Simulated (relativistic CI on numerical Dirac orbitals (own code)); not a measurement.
# Pb XXX: q coefficients and field-shift factors

Calculated at this level of theory: Dirac-Coulomb-Breit CI, separate exchange-only KLI orbitals for each configuration, derivatives by finite differences, unscaled Slater integrals, QED left out (own radial code, finite nucleus).

Configurations in the expansion (outside the closed core [Kr] 4d10): 4f⁷.

With x = (α/α₀)² − 1 an excitation energy changes as ω = ω₀ + qx; K = 2q/ω₀ is the relative enhancement. Terms are leading LS components, so labels can repeat. The field-shift factor is F = δν/δ⟨r²⟩ for the transition from the lowest level.

Lowest level 4f⁷ ⁸S°7/2.

```tsv
Level	ω₀ (cm⁻¹)	q (cm⁻¹)	F (GHz/fm²)
4f⁷ ⁴D°7/2	62355.2	-44880	-1.45
4f⁷ ⁶P°5/2	82901.4	-9801	0.621
4f⁷ ⁶I°7/2	86922.3	-4079	0.973
4f⁷ ⁶I°9/2	90334.6	-17580	0.344
4f⁷ ⁶P°3/2	94421.7	5816	1.57
4f⁷ ⁶I°17/2	95505.6	-8267	0.954
4f⁷ ⁶I°11/2	101277.6	477.8	1.43
4f⁷ ⁶I°13/2	105102.5	4878	1.72
4f⁷ ⁶I°15/2	106777.6	12630	2.16
4f⁷ ⁶D°9/2	109159.5	6814	1.85
4f⁷ ⁶D°7/2	117592.9	-448.9	1.58
4f⁷ ⁴G°5/2	126248.0	-5238	1.45
4f⁷ ⁶I°7/2	128566.3	20270	2.79
```

At this charge energies of transitions that change n are usually good to better than 1 %, and those within a shell (Δn = 0) to a few per cent. Terms inside the open d or f shell come out 10 to 20 % too wide with unscaled integrals.

Q: Which transition from the lowest level has the largest |K|?

A: 4f⁷ ⁴D°7/2 at 62355.2 cm⁻¹, K = -1.44.
